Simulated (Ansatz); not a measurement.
Basis-set series for C2H3GaO2 (`OC#C[O][GaH2]`). Total charge 0; spin multiplicity 1. Geometry: relaxed with PBE0-D4/def2-TZVP. It is one conformer, not always the lowest.

```tsv
functional	basis	functions	energy (Eh)	HOMO (eV)	LUMO (eV)
PBE0-D4	def2-SVP	103	-2152.30015	-5.97	-1.64
PBE0-D4	def2-TZVPP	214	-2152.81384	-6.08	-1.71
ωB97M-V	def2-SVP	103	-2152.62181	-8.16	0.09
ωB97M-V	def2-TZVPP	214	-2153.14203	-8.30	-0.02
```

(1) Give the rows for def2-QZVPP. (Best estimate.)

## Answers

(1) Computed: 
```tsv
functional	basis	functions	energy (Eh)	HOMO (eV)	LUMO (eV)
PBE0-D4	def2-QZVPP	407	-2152.87056	-6.11	-1.74
ωB97M-V	def2-QZVPP	407	-2153.19629	-8.33	-0.19
```

Scalar relativity is left out up to krypton.
